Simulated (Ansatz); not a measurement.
Na2Li5⁻. The state is a singlet with charge -1. Geometry PBE/def2-TZVPD.

```xyz
7

Li    1.1291   -0.8118   -1.5555
Li   -0.9941    1.1980   -1.4000
Li    0.4368    0.3336    1.1050
Li    1.1579   -2.3905    1.1119
Li   -1.4191   -1.4921   -0.3453
Na   -2.4553    0.9547    1.6584
Na    2.1448    2.2079   -0.5745
```

The restricted singlet is unstable towards broken spin symmetry in Hartree–Fock (as tested in another run); at LDA (SPW92)/def2-TZVPD, revPBE/def2-TZVPD, PBE0/def2-SVPD, PBE0/def2-TZVPD and others this wasn't settled. At LDA (SPW92)/def2-TZVPD, revPBE/def2-TZVPD the highest occupied level of the charge -1 singlet lies above zero (up to 0.25 eV). By energy differences its removal costs 0.97 eV (vertical, to the charge 0 doublet, at PBE0/def2-TZVPD). The structure comes from a short search, and lower isomers may exist.

(1) Estimate the orbital energies around the gap (eV) in Ansatz with LDA (SPW92)/def2-TZVPD, revPBE/def2-TZVPD, PBE0/def2-SVPD, PBE0/def2-TZVPD, CAM-B3LYP/def2-TZVPD.

Answers

(1) 
```csv
orbital,LDA (SPW92)/def2-TZVPD,revPBE/def2-TZVPD,PBE0/def2-SVPD,PBE0/def2-TZVPD,CAM-B3LYP/def2-TZVPD
HOMO−9,-24.99,-24.85,-28.32,-28.27,-29.58
HOMO−8,-24.98,-24.85,-28.31,-28.26,-29.58
HOMO−7,-24.97,-24.84,-28.31,-28.26,-29.57
HOMO−6,-24.97,-24.84,-28.30,-28.25,-29.57
HOMO−5,-24.97,-24.83,-28.30,-28.25,-29.57
HOMO−4,-24.96,-24.83,-28.29,-28.24,-29.56
HOMO−3,-1.68,-1.61,-2.41,-2.48,-3.55
HOMO−2,-0.36,-0.25,-0.71,-0.73,-1.39
HOMO−1,-0.33,-0.24,-0.70,-0.71,-1.34
HOMO,0.18,0.25,-0.12,-0.14,-0.64
LUMO,0.69,0.80,1.17,1.16,1.75
LUMO+1,1.02,1.08,1.48,1.43,1.88
LUMO+2,1.10,1.17,1.57,1.52,2.07
LUMO+3,1.28,1.35,1.74,1.70,2.13
LUMO+4,1.30,1.36,1.76,1.70,2.17
LUMO+5,1.47,1.54,1.96,1.83,2.20
```
